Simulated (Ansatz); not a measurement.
Task: Name a neutral molecule of C, Ge, N, S and H with LUMO energy (PBE/def2-TZVPP) between -1.35 and -1.05 eV and HOMO energy (PBE0/def2-TZVPP) between -6.60 and -6.30 eV (Ansatz, PBE0-D4/def2-TZVP geometry).

Result: `[SH][GeH]1[CH2][NH]1` (-1.31 eV, -6.38 eV). Other molecules can fit too; these were computed, each in one conformer that needn't be the lowest.
